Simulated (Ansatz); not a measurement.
Mg₁₁MnS₁₁Br₂⁻. Total charge -1; quintet. Geometry PBE-D4/def2-SVP, that of the neutral sextet.

```xyz
25

S    -2.467    1.473   -0.727
S    -0.185    5.062    0.161
S    -0.290   -0.381   -4.363
S     2.143   -2.890   -2.659
S     1.822    1.267   -0.927
S    -2.084    3.101    2.752
S    -0.846   -1.558   -1.007
S     0.247   -0.064    2.281
S     2.526    3.364    2.090
S     0.268   -4.022    1.335
S    -3.383   -1.365    2.463
Mg   -1.812    0.068   -2.580
Mg    1.651    3.590   -0.196
Mg   -2.025    3.549    0.349
Mg    0.171    3.886    2.378
Mg    1.335   -0.629   -2.415
Mg    0.034   -2.750   -3.899
Mg    0.477   -3.741   -1.074
Mg    2.387    1.033    1.569
Mg    1.551   -2.097    1.786
Mn   -0.348    0.571    0.029
Mg   -2.317    0.698    2.462
Mg   -1.561   -2.295    1.369
Br   -1.157   -4.775   -2.948
Br    3.862   -1.095    1.771
```

Single mean-field runs in def2-SVP are fitted with def2-universal-jkfit. At PBE-D4/def2-SVP, r2SCAN-D4/def2-SVP, PBE0-D4/def2-SVP, CAM-B3LYP-D4/def2-SVP the charge -1 quintet is spin-contaminated (final ⟨S²⟩ up to 6.87, 6.00 for a pure state).

Q: Estimate the α-spin orbital energies around the gap (eV) in Ansatz with PBE-D4/def2-SVP, r2SCAN-D4/def2-SVP, PBE0-D4/def2-SVP, CAM-B3LYP-D4/def2-SVP.

A: 
```json
{"orbital": "HOMO−5", "PBE-D4/def2-SVP": "-2.92", "r2SCAN-D4/def2-SVP": "-3.55", "PBE0-D4/def2-SVP": "-4.57", "CAM-B3LYP-D4/def2-SVP": "-5.42"}
{"orbital": "HOMO−4", "PBE-D4/def2-SVP": "-2.92", "r2SCAN-D4/def2-SVP": "-3.36", "PBE0-D4/def2-SVP": "-4.51", "CAM-B3LYP-D4/def2-SVP": "-5.34"}
{"orbital": "HOMO−3", "PBE-D4/def2-SVP": "-2.72", "r2SCAN-D4/def2-SVP": "-3.18", "PBE0-D4/def2-SVP": "-4.31", "CAM-B3LYP-D4/def2-SVP": "-5.08"}
{"orbital": "HOMO−2", "PBE-D4/def2-SVP": "-2.33", "r2SCAN-D4/def2-SVP": "-2.94", "PBE0-D4/def2-SVP": "-4.21", "CAM-B3LYP-D4/def2-SVP": "-4.92"}
{"orbital": "HOMO−1", "PBE-D4/def2-SVP": "-2.27", "r2SCAN-D4/def2-SVP": "-2.86", "PBE0-D4/def2-SVP": "-4.09", "CAM-B3LYP-D4/def2-SVP": "-4.71"}
{"orbital": "HOMO", "PBE-D4/def2-SVP": "-2.14", "r2SCAN-D4/def2-SVP": "-2.42", "PBE0-D4/def2-SVP": "-3.32", "CAM-B3LYP-D4/def2-SVP": "-4.29"}
{"orbital": "LUMO", "PBE-D4/def2-SVP": "-0.27", "r2SCAN-D4/def2-SVP": "0.11", "PBE0-D4/def2-SVP": "0.32", "CAM-B3LYP-D4/def2-SVP": "1.09"}
{"orbital": "LUMO+1", "PBE-D4/def2-SVP": "0.16", "r2SCAN-D4/def2-SVP": "0.55", "PBE0-D4/def2-SVP": "0.78", "CAM-B3LYP-D4/def2-SVP": "1.52"}
{"orbital": "LUMO+2", "PBE-D4/def2-SVP": "0.53", "r2SCAN-D4/def2-SVP": "0.84", "PBE0-D4/def2-SVP": "1.11", "CAM-B3LYP-D4/def2-SVP": "1.96"}
{"orbital": "LUMO+3", "PBE-D4/def2-SVP": "0.57", "r2SCAN-D4/def2-SVP": "1.02", "PBE0-D4/def2-SVP": "1.23", "CAM-B3LYP-D4/def2-SVP": "2.05"}
{"orbital": "LUMO+4", "PBE-D4/def2-SVP": "0.74", "r2SCAN-D4/def2-SVP": "1.13", "PBE0-D4/def2-SVP": "1.35", "CAM-B3LYP-D4/def2-SVP": "2.23"}
{"orbital": "LUMO+5", "PBE-D4/def2-SVP": "0.85", "r2SCAN-D4/def2-SVP": "1.17", "PBE0-D4/def2-SVP": "1.44", "CAM-B3LYP-D4/def2-SVP": "2.38"}
{"orbital": "β HOMO", "PBE-D4/def2-SVP": "-0.57", "r2SCAN-D4/def2-SVP": "-0.43", "PBE0-D4/def2-SVP": "-0.70", "CAM-B3LYP-D4/def2-SVP": "-1.18"}
{"orbital": "β LUMO", "PBE-D4/def2-SVP": "-0.27", "r2SCAN-D4/def2-SVP": "-0.12", "PBE0-D4/def2-SVP": "0.28", "CAM-B3LYP-D4/def2-SVP": "1.19"}
```
